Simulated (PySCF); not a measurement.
Relaxation of singlet TiH₄

All numbers come from PySCF, BP86, basis Ti def2-TZVP, H def2-TZVP (no relativity, density fitting). A (50,194) grid was used.

A hand-made tetrahedral start, of Td symmetry, held to at least that symmetry:

```xyz
5
charge 0 multiplicity 1, angstrom
Ti    0.0000    0.0000    0.0000
H     1.3717   -0.0001    0.9699
H    -1.3717    0.0000    0.9699
H     0.0000    1.3717   -0.9699
H     0.0000   -1.3717   -0.9700
```

Question: What does it relax to?

Answer: It ends at Td with Ti–H 1.709 Å (×4); H–Ti–H 109.5° (×6). A frequency run shows a minimum. Other isomers or separated fragments may lie lower.

Question: How much energy is released, and in how many steps?

Answer: 1.9 kJ/mol in 3 steps.
